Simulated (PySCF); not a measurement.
ClGeH₅OSi.
Numbering: `[Cl:1][SiH2:2][O:3][GeH3:4]` (hydrogens: H5, H6 on Si2; H7, H8, H9 on Ge4)

Level of theory: MP2 and CCSD/aug-cc-pVDZ in PySCF, restricted Hartree–Fock reference, 20 core orbitals frozen, non-relativistic, gas phase, PBE0-D3(BJ)/def2-SVP geometry.

E(HF) = -2901.66645 Eh.

How large is the problem?

158 basis functions and 76 electrons; 20 orbitals frozen, which leaves o = 18 correlated occupied and v = 120 virtual orbitals. That is o·v = 2160 singles and o·v(o·v + 1)/2 = 2333880 distinct closed-shell doubles amplitudes before symmetry; the costliest CCSD step grows as o²v⁴ = 6.7 × 10^10.

What are the MP2 and CCSD correlation energies?

MP2 -0.5780 Eh and CCSD -0.6271 Eh, which gives totals of -2902.24447 and -2902.29356 Eh. That is 0.474 eV for each correlated electron at CCSD (1646 kJ/mol in all, 0.022 % of the total energy); MP2 gives 92.2 % of the CCSD value.

What is the T1 diagnostic?

0.0107, below the customary warning level of 0.02. It is the norm of the spatial-orbital singles amplitudes over the root of the number of correlated electrons, so the norm is 0.064.

How does correlation change the dipole moment?

HF gives 1.41 D and CCSD (unrelaxed density) 1.39 D, a change of -0.02 D.

No triples correction and no basis-set extrapolation were made.

The job also held the EOM ionisation roots. The run took 5.3 min of wall time on an Arm Neoverse V1 with one thread, no GPU, on a shared host, and the process peaked at 2.8 GiB of memory.

Shape of the structure used: `[Cl:1][SiH2:2][O:3][GeH3:4]`: Cl1–Si2–O3–Ge4 15°.

One conformer stands for the species.
